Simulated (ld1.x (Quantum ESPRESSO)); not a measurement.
# Varying the TM semilocal potential for calcium (Ca)

Base potential:

* Element: Ca (Z = 20)
* Generator: ld1.x (Quantum ESPRESSO) 7.5
* Type: norm-conserving Troullier–Martins (semilocal form)
* Functional: LDA (PZ)
* Relativity: scalar-relativistic
* Frozen core: [Ne]
* Valence charge: 10
* Reference configuration: 3s2 3p6 3d0 4s2 4p0
* Partial waves: 3p (bound): rc 1.10 bohr; 3d (bound, empty): rc 3.15 bohr; 3s (bound): rc 1.60 bohr
* Local potential: the s channel
* Core correction: none

Occupied shells without a wave of their own: 4s. They enter only through the test configuration that unscreens the potential.

Cutoffs, loose and tight: the cutoffs (Ry, on a coarse ladder) from which the occupation-weighted sum of valence levels, in a spherical-Bessel basis at the reference potential, stays within 10 and 1 mRy of its value at 400 Ry. They do not see the model core or the augmentation charge, which bear on the density cutoff. Test errors are all-electron minus pseudo excitation energies from the reference, over the configurations 3s2 3p6 3d0 4s1 4p0; 3s2 3p6 3d0 4s0 4p0; 3s2 3p6 3d0 4s1.5 4p0; 3s2 3p6 3d1 4s0 4p0; 3s2 3p6 3d0 4s0 4p1; 3s2 3p6 3d0 4s1 4p1; 3s2 3p6 3d0 4s0 4p2 (two spin-polarised tests are not counted in the largest error). A dash means not determined; rows that change the core or the reference have their own tests.

A semilocal file is local in each channel, so a ghost entry of none says nothing of the separable form that plane-wave codes build from it.

On the changes marked as counting shells twice: ld1.x takes every shell without a wave as core, so the model core holds the marked electrons as well and exchange and correlation see them twice. This cancels in the reference configuration, but the file is broken for other ones, and its errors say nothing about a proper core correction.

```tsv
change	outcome	cutoff, loose	cutoff, tight	bound ghosts	largest test error (meV)
base	generated, misses its reference levels by 0.22 eV	60 Ry	90 Ry	none	-857
core correction a·sin(br)/r model core inside 0.44 bohr (4s counted twice)	generated, misses its reference levels by 0.22 eV	60 Ry	90 Ry	none	-1652
core correction a·sin(br)/r model core inside 0.58 bohr (4s counted twice)	generated, misses its reference levels by 0.22 eV	60 Ry	90 Ry	none	-1652
core correction a·sin(br)/r model core inside 0.68 bohr (4s counted twice)	generated, misses its reference levels by 0.22 eV	60 Ry	90 Ry	none	-1652
core correction a·sin(br)/r model core inside 0.84 bohr (4s counted twice)	generated, misses its reference levels by 0.22 eV	60 Ry	90 Ry	none	-1651
core correction a·sin(br)/r model core inside 0.96 bohr (4s counted twice)	generated, misses its reference levels by 0.22 eV	60 Ry	90 Ry	none	-1650
core correction a·sin(br)/r model core inside 1.04 bohr (4s counted twice)	generated, misses its reference levels by 0.22 eV	60 Ry	90 Ry	none	-1650
core correction a·sin(br)/r model core inside 1.22 bohr (4s counted twice)	generated, misses its reference levels by 0.22 eV	60 Ry	90 Ry	none	-1650
core correction a·sin(br)/r model core inside 1.32 bohr (4s counted twice)	generated, misses its reference levels by 0.22 eV	60 Ry	90 Ry	none	-1650
```
